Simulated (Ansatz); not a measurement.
Ti(O)2 anion (O2Ti), SMILES [O]=[Ti]=[O] (connectivity only; charge and spin as stated), charge -1, multiplicity 2.

Geometry optimised at r2SCAN-D4/def2-TZVPD. The spin state was assumed, not searched. The isomer is the one that the SMILES or the coordinates give; other isomers of the formula were not compared.

Two levels are set side by side: PBE/def2-TZVPD (Ansatz, a quantum-chemistry and plane-wave program) and PBE0/def2-TZVPD (Ansatz). Energy differences of separate SCF runs at the same geometry; the states with an electron removed or added have multiplicity 1. Differences are taken from unrounded values.

```json
[
 {"quantity": "vertical ionisation energy (eV)", "PBE0": "1.63", "PBE": "1.50", "PBE minus PBE0": "-0.13"}
]
```
